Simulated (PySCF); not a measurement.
## Exercise with solution: entropy of an ideal gas

CH2NS, SMILES N[C]=S, multiplicity 2.

Coordinates come from a PBE0-D3(BJ)/def2-TZVP optimisation. The isomer is the one that the SMILES or the coordinates give; other isomers of the formula were not compared. The values are those of a single conformer.

PBE0-D3(BJ)/def2-TZVP run with PySCF 2.14.0 gives the harmonic wavenumbers 373, 484, 594, 898, 1161, 1551, 1641, 3486, 3663 cm⁻¹ and the rotational temperatures 6.0998, 0.2842, 0.2715 K. The molar mass is 60.09 g/mol, the symmetry number 1, the spin multiplicity 2.

Problem. Work out the entropy at 298.15 K and 1 atm in the rigid-rotor, harmonic-oscillator model.

Solution. 
Translation (Sackur–Tetrode at 1 atm): S = R[1.5 ln M + 2.5 ln T − 1.16487] = 159.8 J/(mol K).
Rotation: q = (√π/σ) T^1.5/√(θA θB θC) = 13300, S = R[ln q + 3/2] = 91.4 J/(mol K).
Vibration: with u = 1.4388 ν/T, each mode gives R[u/(e^u − 1) − ln(1 − e^−u)]:
```json
[
 {"ν (cm⁻¹)": "373", "modes": "1", "u": "1.80", "S (J/(mol K))": "4.47"},
 {"ν (cm⁻¹)": "484", "modes": "1", "u": "2.34", "S (J/(mol K))": "2.93"},
 {"ν (cm⁻¹)": "594", "modes": "1", "u": "2.87", "S (J/(mol K))": "1.93"},
 {"ν (cm⁻¹)": "898", "modes": "1", "u": "4.33", "S (J/(mol K))": "0.59"},
 {"ν (cm⁻¹)": "1161", "modes": "1", "u": "5.60", "S (J/(mol K))": "0.20"},
 {"ν (cm⁻¹)": "1551", "modes": "1", "u": "7.48", "S (J/(mol K))": "0.04"},
 {"ν (cm⁻¹)": "1641", "modes": "1", "u": "7.92", "S (J/(mol K))": "0.03"}
]
```
The stiffer modes add less than 0.005 each. Sum 10.2 J/(mol K).
Spin: R ln 2 = 5.8 J/(mol K).
Total 267.2 J/(mol K); the program's own thermochemistry gives 267.2. Translation makes up 60 % and vibration 4 %. Anharmonicity, hindered rotation and orbital degeneracy are left out.
